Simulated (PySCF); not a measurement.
Fractional electron number in Fe (iron, neutral)

The 4s beta orbital of [Ar] 3d6 4s2 is emptied in steps (occupation f), with all orbitals relaxed, ending at [Ar] 3d6 4s1. All numbers are calculated (PySCF 2.14, scalar relativity by spin-free X2C-1e, in x2c-TZVPall (6s5p4d1f, 48 functions)). The exact energy is a straight line in f; departures are measured from the line between the end points of the same method.

| f | BHandHLYP (eV) |
| --- | --- |
| 1 | 0.000 |
| 0.9 | -0.144 |
| 0.7 | -0.342 |
| 0.5 | -0.414 |
| 0.3 | -0.355 |
| 0.1 | -0.156 |
| 0 | 0.000 |

```
   method  E(f=0) − E(f=1) (eV)  −ε at f=1 (eV)  −ε at f=0.5 (eV)
BHandHLYP                 7.765           6.173             7.725
```

Orbital energy along the path (eV):

| f | BHandHLYP |
| --- | --- |
| 1 | -6.173 |
| 0.9 | -6.473 |
| 0.7 | -7.086 |
| 0.5 | -7.725 |
| 0.3 | -8.401 |
| 0.1 | -9.136 |
| 0 | -9.486 |

Reference removal energy between the ground levels: 7.902 eV (measured; NIST Atomic Spectra Database, ionization energies). The calculation has no spin-orbit coupling.
